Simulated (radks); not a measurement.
Q: Radial electron density D(r) = 4 pi r^2 rho(r) of an atom or ion with 16 electrons. Calculated with a radial shooting solver on a logarithmic mesh with Libxc functionals: Dirac Kohn-Sham, Slater X-alpha with alpha = 0.755, spin-unpolarised, spherical densities, finite nucleus; Fermi nuclear charge, rms radius of each element as measured or else 0.836 A^(1/3) + 0.57 fm.

```
   r/bohr * D(r) (the largest magnitude, 19.7, reaches the edge; | marks zero)
 0.007726 |    *
 0.008711 |      *
 0.009822 |       *
  0.01116 |         *
  0.01259 |           *
  0.01419 |             *
    0.016 |                *
  0.01804 |                   *
  0.02034 |                       *
  0.02293 |                           *
  0.02586 |                               *
  0.02916 |                                   *
  0.03287 |                                        *
  0.03706 |                                            *
  0.04179 |                                                *
  0.04712 |                                                   *
  0.05312 |                                                     *
   0.0599 |                                                      *
  0.06753 |                                                      *
  0.07614 |                                                    *
  0.08585 |                                                 *
   0.0968 |                                              *
   0.1091 |                                          *
   0.1231 |                                       *
   0.1399 |                                     *
   0.1577 |                                     *
   0.1778 |                                      *
   0.2005 |                                          *
    0.226 |                                              *
   0.2548 |                                                  *
   0.2873 |                                                     *
    0.324 |                                                     *
   0.3653 |                                                   *
   0.4118 |                                              *
   0.4643 |                                      *
   0.5236 |                              *
   0.5903 |                      *
   0.6656 |               *
   0.7504 |           *
   0.8461 |          *
    0.954 |          *
    1.076 |          *
    1.213 |           *
    1.367 |           *
    1.542 |          *
    1.752 |        *
    1.976 |      *
    2.228 |    *
    2.511 |  *
    2.832 | *
    3.193 |*
      3.6 *
    4.059 *
    4.576 *
     5.16 *
    5.818 *
```

What is the nuclear charge?

A: Z = 17. The innermost maximum, from 1s, lies near gamma/Z bohr with gamma = sqrt(1 - (Z/c)^2) = 0.992, here 0.0584 bohr (found: 0.0618), and its height grows with Z. The density is that of the chlorine ion Cl+ in [Ne] 3s2 3p4; the configuration itself is not fixed sharply by these data, and Z only to about a unit. D(r) has 3 maxima, at r = 0.0618, 0.311, 1.28 bohr, and minima at 0.152, 0.895 bohr, inside which lie 2.18, 10.39 electrons.
